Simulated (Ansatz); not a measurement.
C₂H₆AlClS (`C[S][Al]([CH3])[Cl]`), relaxed with RKS PBE-D4/def2-SVP in the Gaussian-basis code of Ansatz from a rough embedded geometry. The force threshold is 0.03 eV/Å; the program also tests the step.

Total charge 0; spin multiplicity 1.

Start:

```xyz
11

C     0.546   -1.902   -0.776
S     0.730   -0.383   -1.763
Al   -0.630    0.791   -0.418
C     0.012    1.762    1.205
Cl   -2.824    0.873   -0.816
H     0.922   -1.801    0.197
H    -0.515   -2.262   -0.814
H     1.147   -2.698   -1.327
H     0.543    0.947    1.872
H    -0.755    2.211    1.758
H     0.824    2.461    0.882
```

**Question.** By how much does the energy fall, and how many steps does the optimiser take? (Best estimate.)

**Answer.** Ansatz gave: 15.29 kcal/mol, in 28 steps.

**Question.** Which bonds change most? (An estimate is asked.)

**Answer.** Ansatz gave: Al3–Cl5 from 2.231 to 2.132 Å; C4–H9 from 1.180 to 1.112 Å; C4–H10 from 1.047 to 1.111 Å; S2–Al3 from 2.244 to 2.186 Å.

**Question.** Give the relaxed structure. (Estimate.)

**Answer.** Ansatz gave: 
```xyz
11

C     0.393   -2.193   -1.174
S     1.259   -0.707   -0.508
Al   -0.342    0.543    0.298
C     0.031    2.249    1.162
Cl   -2.337   -0.191    0.122
H     0.766   -3.087   -0.638
H    -0.704   -2.119   -1.049
H     0.637   -2.286   -2.250
H    -0.195    2.188    2.248
H    -0.604    3.057    0.740
H     1.095    2.544    1.049
```
